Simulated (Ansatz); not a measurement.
Input for Ansatz (an electronic-structure program): SC-NEVPT2 on SA-CASSCF(2,2)/cc-pV(T+d)Z on CClF (SMILES F[C]Cl), 2S+1 = 3, a spin state set in the input, which need not be the lowest. Files ending in .json are basis or fitting sets from the Basis Set Exchange.

Ansatz 0.2 input:
```yaml
crystal:
  periodic: [false, false, false]
  atoms:
    - {symbol: F, position_ang: [-1.47907186, -0.22806119, 0.00000000]}
    - {symbol: C, position_ang: [-0.56832447, 0.69605929, 0.00000000]}
    - {symbol: Cl, position_ang: [0.98362315, -0.12492971, 0.00000000]}
basis:
  gaussian:
    orbitals: cc-pV_T+d_Z.json
magnetization: {spin_polarized: false, initial_magnetization: 2}
correlation: {method: sc_nevpt2, electrons: outside_noble_gas, active_space: {window: {electrons: 2, orbitals: 2}, states: [{multiplicity: 1, weights: [1]}, {multiplicity: 3, weights: [1]}]}}
output: {orbitals: {seedname: ./end}}
```

Program output:

```
WARN ansatz: RAYON_NUM_THREADS=2 ignored (pool sized by the plan → 2); use --threads N
Functional definition: HF
integrals: 0.06 GiB planned
1262 factors; integrals over basis functions are off by at most 1.7e-7 eV
mean field: 0.30 GiB planned
mean field evaluation 1: about -16236.2144 eV, gradient 2.1e1 eV
mean field evaluation 2: about -16236.2229 eV, gradient 2.1e1 eV
mean field evaluation 4: about -16238.0440 eV, gradient 4.3e0 eV
mean field evaluation 8: about -16238.1959 eV, gradient 1.0e-1 eV
mean field -16238.19598838 eV, -596.7426959284 hartree, gradient 5.3e-6 eV, S^2 2.000000; 0 other end points of the search recorded, 0 dependent functions left out
reference -16238.19598838 eV, -596.7426959284 hartree; 17, 15 occupied and 82, 84 virtual orbitals, 1262 factors
configuration interaction: 0.28 GiB planned
configuration interaction: 0.00 GiB planned
state -16239.42195576 eV, -596.7877493987 hartree
state -16239.42195576 eV, -596.7877493987 hartree; corrected -16254.62806871 eV, -597.3465637423 hartree
configuration interaction: 0.00 GiB planned
configuration interaction: 0.00 GiB planned
state -16238.07665844 eV, -596.7383106340 hartree
state -16238.07665844 eV, -596.7383106340 hartree; corrected -16252.90285618 eV, -597.2831633514 hartree
Total energy: -16253.76546244 eV, -597.3148635468 hartree
```

The run converged. The last total energy is the mean of the averaged states.

Cost: about 4 core-seconds (a rough figure).
